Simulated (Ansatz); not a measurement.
`N=C(O)[SiH](N)O` + `FBr` → `N[SiH](O)F` + `N=C(O)Br`  (formal exchange of groups at the Si–C bond)

Program: Ansatz. Geometries: PBE0-D4/def2-TZVP. ΔE: electronic, gas phase. CCSD(T)/CBS adds triple-zeta CCSD(T) − MP2 to the extrapolated MP2 energy (def2 sets, frozen cores). This one scheme is used for every species. Functionals use def2-TZVPP. For Br outer-core shells are correlated without core-valence functions, which leaves a few kJ/mol of doubt a bond. Scalar relativity is left out up to krypton. Each species was taken in one conformer, which may not be the lowest.

```
             level  ΔE (kJ/mol)
            B2PLYP       -329.7
   CCSD/def2-TZVPP       -335.9
SCS-MP2/def2-QZVPP       -338.7
    CCSD/CBS(def2)       -335.6
```

Problem. What does CCSD(T)/CBS give? (Best estimate.)

Solution. The calculation gave: -331.5 kJ/mol. The listed levels differ from it by 1.8, -4.4, -7.2, -4.1 kJ/mol.

Largest T1 diagnostic among the species: 0.013.

From PBE to PBE0 (25 % exact exchange), in def2-TZVPP and without D4, ΔE moves by −17.1 kJ/mol. The D4 term adds +4.5 kJ/mol with B3LYP and +3.0 kJ/mol with PBE0; it sums over pairs of atoms, weighted by their polarisabilities, and B3LYP, whose exchange is more repulsive, gets the larger term.

B3LYP here is the variant with VWN-RPA as its local correlation; programs differ in this.
